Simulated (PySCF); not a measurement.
Ge(F)2 cation (F₂Ge), SMILES [F][Ge][F] (connectivity only; charge and spin as stated), charge +1, multiplicity 2.

The structure is a stationary point at B3LYP-D3(BJ)/def2-TZVP. The multiplicity is an assumed one; other spin states were not compared. The isomer is the one that the SMILES or the coordinates give; other isomers of the formula were not compared.

Computed with PySCF with PBE/def2-TZVPD.

The molecule is in vacuum.

```yaml
total_energy: -2275.95657 hartree
point_group: C2v
"α spin, highest occupied and lowest empty level": -15.83 and -11.01 eV
"β spin, highest occupied and lowest empty level": -17.44 and -14.54 eV
dipole_moment_about_the_centre_of_nuclear_charge: 2.41 D
mean_static_polarisability: 23.7 bohr³ (3.52 Å³)
polarisability_principal_values: 19.2, 22.4, 29.6 bohr³
"⟨S²⟩": 0.752 (pure state 0.75)
```
